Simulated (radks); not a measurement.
Polarisability of the neon ion Ne5+, [He] 2s2 2p1, at imaginary frequency. Method: scalar-relativistic Kohn-Sham, LB94 model potential, spin-unpolarised, spherical densities, finite nucleus; Fermi nuclear charge, rms radius 3.0055 fm; computed with a radial shooting solver on a logarithmic mesh with Libxc functionals. Response by self-consistent Sternheimer equations with the Hartree and adiabatic LDA kernel, the relativistic mass of each level held fixed and spin-orbit coupling left out.

w (hartree),alpha1(iw) (bohr^3)
0.00266,0.4907
0.0143,0.4906
0.0360,0.4901
0.0697,0.4884
0.118,0.4843
0.186,0.4753
0.280,0.4574
0.413,0.4248
0.605,0.3720
0.892,0.2991
1.35,0.2181
2.12,0.1453
3.59,0.08605
6.94,0.03828
17.5,0.009146

Static values: alpha1 = 0.4907 bohr^3 (0.07271 angstrom^3; uncoupled 0.8524). C6 = 0.2316, triple-dipole C9 = 0.07697 atomic units. One-pole (London) frequency 4 C6 / (3 alpha1^2) = 1.283 hartree, against 5.627 for minus the highest occupied eigenvalue.
